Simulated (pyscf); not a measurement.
HO–Bi•–OH (SMILES [OH][Bi][OH]), doublet

Gas-phase minimum from PySCF at ωB97X-D3(BJ)/def2-SVP, one conformer. Other isomers of HO–Bi•–OH were not searched in full and may lie lower. 

SMILES: [OH][Bi][OH]
```xyz
5

O      1.1859    -1.2668    -0.8891
Bi     0.4363     0.4312    -1.8509
O     -0.3589     1.2932    -0.1241
H      0.4730    -1.8625    -0.6235
H      0.0854     0.9199     0.6503
```
Charge 0, spin multiplicity 2.

Bond lengths (Å): O1–Bi2 2.090, O1–H4 0.966, Bi2–O3 2.087, O3–H5 0.968. Angles (°): Bi2–O1–H4 111.3, O1–Bi2–O3 95.2, Bi2–O3–H5 109.1.

Properties at ωB97X-D3(BJ)/def2-SVP:

```json
{
 "harmonic_wavenumbers_unscaled": "89, 164, 289, 569, 592, 798, 832, 3860, 3874 cm⁻¹",
 "zero_point_energy": "15.8 kcal/mol",
 "rotational_symmetry_number": "1",
 "Entropy of this conformer at 298 K and 1 atm, rigid rotor and harmonic oscillator, modes under 100 cm⁻¹ raised to 100": "324.5 J/(mol K)",
 "dipole_moment": "1.75 D",
 "Spin expectation value S2": "0.752"
}
```

Single-point totals, which compare only within one level (frozen core for MP2 and CC):

```
level                   total energy (hartree)
----------------------  ----------------------
ωB97X-D3(BJ)/def2-TZVP              -366.45138
PBE/def2-TZVP                       -366.24455
r²SCAN/def2-TZVP                    -366.39747
B3LYP-D3(BJ)/def2-TZVP              -366.44915
PBE0-D3(BJ)/def2-TZVP               -366.20875
M06-2X/def2-TZVP                    -366.17736
ωB97M-D3(BJ)/def2-TZVP              -366.41338
UHF/def2-TZVPP                      -364.52634
MP2/def2-TZVPP                      -365.43688
CCSD/def2-TZVPP                     -365.40771
CCSD(T)/def2-TZVPP                  -365.43684
```

Soft torsions are taken as harmonic, which can shift the entropy by several J/(mol K). The CCSD(T) − MP2 part came from Ansatz, without density fitting, on the same reference. The frozen core leaves the outer d or s,p core shells of the metals and heavy elements correlated in the MP2 and CC values, and def2-TZVPP describes them poorly, so these totals are far from the basis limit. Elements past Kr carry the def2 core potentials, without spin-orbit coupling.
